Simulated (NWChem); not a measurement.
System: C3H4BF2N; SMILES NC=C=CB(F)F

NWChem input:

```
start job
memory heap 200 mb stack 900 mb global 1100 mb
geometry units angstroms noautoz
  N      0.252912    -3.078258    -0.500373
  C     -0.053526    -2.105687     0.445998
  C     -0.497356    -0.884842     0.237354
  C     -0.947710     0.342324     0.052396
  B      0.008001     1.557468    -0.003736
  F     -0.456140     2.783292    -0.191503
  F      1.317598     1.436032     0.127260
  H      0.365588    -2.726669    -1.444840
  H      1.030315    -3.673337    -0.236669
  H      0.030113    -2.433782     1.490241
  H     -2.028859     0.510143    -0.066784
end
basis spherical
  * library def2-svp
end
dft
  xc r2scan
  iterations 150
  mulliken
end
task dft energy
```

NWChem printed, in part:

```
             Northwest Computational Chemistry Package (NWChem) 7.3.0
             --------------------------------------------------------

 C1  symmetry detected

                             Geometry "geometry" -> ""
                             -------------------------

 Output coordinates in angstroms (scale by  1.889725989 to convert to a.u.)

  No.       Tag          Charge          X              Y              Z
 ---- ---------------- ---------- -------------- -------------- --------------
    1 N                    7.0000     0.23256662    -3.08255154    -0.48504116
    2 C                    6.0000    -0.06395201    -2.10278652     0.45705962
    3 C                    6.0000    -0.50117349    -0.88043664     0.24333537
    4 C                    6.0000    -0.94478100     0.34840788     0.05328774
    5 B                    5.0000     0.01810344     1.55732264    -0.01370431
    6 F                    9.0000    -0.43931066     2.78489402    -0.20649604
    7 F                    9.0000     1.32746968     1.42858743     0.11254241
    8 H                    1.0000     0.34343813    -2.73700184    -1.43194746
    9 H                    1.0000     1.00741098    -3.68089495    -0.22119343
   10 H                    1.0000     0.02204738    -2.42548517     1.50279139
   11 H                    1.0000    -2.02537229     0.52218812    -0.06235457

 Effective nuclear repulsion energy (a.u.)     253.5850079139

                                 NWChem DFT Module
                                 -----------------

 Summary of "ao basis" -> "ao basis" (spherical)
 ------------------------------------------------------------------------------
       Tag                 Description            Shells   Functions and Types
 ---------------- ------------------------------  ------  ---------------------
 N                          def2-svp                 6       14   3s2p1d
 C                          def2-svp                 6       14   3s2p1d
 B                          def2-svp                 6       14   3s2p1d
 F                          def2-svp                 6       14   3s2p1d
 H                          def2-svp                 3        5   2s1p

            General Information
            -------------------
          SCF calculation type: DFT
          Wavefunction type:  closed shell.
          No. of atoms     :    11
          No. of electrons :    52
           Alpha electrons :    26
            Beta electrons :    26
          Charge           :     0
          Spin multiplicity:     1
          Use of symmetry is: off; symmetry adaption is: off
          Maximum number of iterations: 150
          AO basis - number of functions:   118
                     number of shells:    54
          Convergence on energy requested:  1.00D-06
          Convergence on density requested:  1.00D-05
          Convergence on gradient requested:  5.00D-04

              XC Information
              --------------
                      r^2SCAN Method XC Functional
               r^2SCAN metaGGA Exchange Functional  1.000
                     r^2SCAN Correlation Potential  1.000

             Grid Information
             ----------------
          Grid used for XC integration:  medium
          Radial quadrature: Mura-Knowles
          Angular quadrature: Lebedev.
          Tag              B.-S. Rad. Rad. Pts. Rad. Cut. Ang. Pts.
          ---              ---------- --------- --------- ---------
          N                   0.65       49          12.0       434
          C                   0.70       49          11.0       434
          B                   0.85       49          12.0       434
          F                   0.50       49          13.0       434
          H                   0.35       45          13.0       434
          Grid pruning is: on
          Number of quadrature shells:   523
          Spatial weights used:  Erf1

      Superposition of Atomic Density Guess
      -------------------------------------

 Sum of atomic energies:        -392.20474662

      Non-variational initial energy
      ------------------------------

 Total energy =    -395.521370
 1-e energy   =   -1040.565800
 2-e energy   =     391.459422
 HOMO         =      -0.229200
 LUMO         =      -0.040364

     ---------------------------------------------
      Total Density - Mulliken Population Analysis
     ---------------------------------------------

    Atom       Charge   Shell Charges
 -----------   ------   -------------------------------------------------------
    1 N    7     7.42   1.99  1.02  0.41  2.48  1.50  0.01
    2 C    6     6.04   1.99  0.93  0.27  1.89  0.90  0.06
    3 C    6     5.94   1.99  0.99  0.29  1.89  0.74  0.04
    4 C    6     6.38   1.99  0.97  0.32  2.04  1.03  0.03
    5 B    5     4.20   1.99  0.75  0.09  1.02  0.16  0.19
    6 F    9     9.36   1.99  1.15  0.72  3.50  2.00  0.00
    7 F    9     9.36   1.99  1.15  0.72  3.50  1.99  0.00
    8 H    1     0.78   0.61  0.13  0.04
    9 H    1     0.77   0.60  0.12  0.04
   10 H    1     0.88   0.66  0.20  0.02
   11 H    1     0.87   0.65  0.19  0.03

   convergence    iter        energy       DeltaE   RMS-Dens  Diis-err
 ---------------- ----- ----------------- --------- --------- ---------
 d= 0,ls=0.0,diis     1   -395.4858771146 -6.49D+02  1.41D-02  8.42D-01
 d= 0,ls=0.0,diis     2   -395.4567883643  2.91D-02  6.95D-03  1.44D+00
 d= 0,ls=0.0,diis     3   -395.5796618977 -1.23D-01  1.90D-03  4.61D-02
 d= 0,ls=0.0,diis     4   -395.5819322364 -2.27D-03  1.01D-03  1.31D-02
 d= 0,ls=0.0,diis     5   -395.5834356732 -1.50D-03  3.69D-04  2.32D-03
  Resetting Diis
 d= 0,ls=0.0,diis     6   -395.5837645920 -3.29D-04  6.31D-05  5.10D-05
 d= 0,ls=0.0,diis     7   -395.5837712986 -6.71D-06  3.45D-05  5.44D-06
 d= 0,ls=0.0,diis     8   -395.5837693977  1.90D-06  2.61D-05  2.05D-05
 d= 0,ls=0.0,diis     9   -395.5837718764 -2.48D-06  4.25D-06  3.86D-07
 d= 0,ls=0.0,diis    10   -395.5837719287 -5.23D-08  8.21D-07  1.37D-08

         Total DFT energy =     -395.583771928729
      One electron energy =    -1045.628016494853
           Coulomb energy =      445.920129863493
    Exchange-Corr. energy =      -49.460893211236
 Nuclear repulsion energy =      253.585007913868

 Numeric. integr. density =       52.000013680206

                       DFT Final Molecular Orbital Analysis
                       ------------------------------------

 Vector   24  Occ=2.000000D+00  E=-3.156502D-01
              MO Center= -6.4D-02, -1.8D+00, -8.1D-02, r^2= 4.1D+00
   Bfn.  Coefficient  Atom+Function         Bfn.  Coefficient  Atom+Function
  ----- ------------  ---------------      ----- ------------  ---------------
    18     -0.312448   2 C  px                4      0.290118   1 N  px
     5      0.249179   1 N  py                7     -0.208536   1 N  px
    21     -0.180782   2 C  px                8     -0.174795   1 N  py
    45      0.170950   4 C  s                46      0.143810   4 C  px
    47      0.133706   4 C  py                3      0.115391   1 N  s

 Vector   25  Occ=2.000000D+00  E=-2.649480D-01
              MO Center= -6.4D-01, -2.2D-01,  1.5D-01, r^2= 2.3D+00
   Bfn.  Coefficient  Atom+Function         Bfn.  Coefficient  Atom+Function
  ----- ------------  ---------------      ----- ------------  ---------------
    48      0.408484   4 C  pz               34      0.349881   3 C  pz
    51      0.284784   4 C  pz               37      0.208261   3 C  pz
   109     -0.134287  10 H  s                90      0.104795   7 F  pz
    62     -0.094832   5 B  pz               36      0.093097   3 C  py
    76      0.092750   6 F  pz                5     -0.090116   1 N  py

 Vector   26  Occ=2.000000D+00  E=-1.905166D-01
              MO Center= -2.4D-01, -1.8D+00, -1.9D-02, r^2= 3.1D+00
   Bfn.  Coefficient  Atom+Function         Bfn.  Coefficient  Atom+Function
  ----- ------------  ---------------      ----- ------------  ---------------
    32      0.357466   3 C  px                4      0.315388   1 N  px
     7     -0.275308   1 N  px               35      0.251727   3 C  px
    18      0.237257   2 C  px                5      0.214603   1 N  py
     8     -0.206528   1 N  py               21      0.164941   2 C  px
   114      0.145773  11 H  s                 3      0.141470   1 N  s

 Vector   27  Occ=0.000000D+00  E=-6.871529D-02
              MO Center= -3.6D-01, -1.4D-01,  1.5D-01, r^2= 3.7D+00
   Bfn.  Coefficient  Atom+Function         Bfn.  Coefficient  Atom+Function
  ----- ------------  ---------------      ----- ------------  ---------------
    37      0.444112   3 C  pz               34      0.424723   3 C  pz
    51     -0.358105   4 C  pz               62      0.342643   5 B  pz
     3      0.280006   1 N  s                48     -0.257948   4 C  pz
   110     -0.230195  10 H  s                65     -0.173447   5 B  pz
    36      0.170361   3 C  py               76     -0.151849   6 F  pz

 Vector   28  Occ=0.000000D+00  E= 8.239177D-03
              MO Center= -3.9D-01, -1.4D+00,  2.3D-01, r^2= 3.3D+00
   Bfn.  Coefficient  Atom+Function         Bfn.  Coefficient  Atom+Function
  ----- ------------  ---------------      ----- ------------  ---------------
    21      0.598329   2 C  px              115     -0.457061  11 H  s
    35     -0.447918   3 C  px               18      0.431478   2 C  px
    45      0.408034   4 C  s                32     -0.391647   3 C  px
    36     -0.325207   3 C  py              114     -0.190368  11 H  s
     3      0.184026   1 N  s                 7     -0.184389   1 N  px

[...]
```

Level: r2SCAN/def2-SVP. Coordinates come from a PBE0/def2-SVP optimisation.
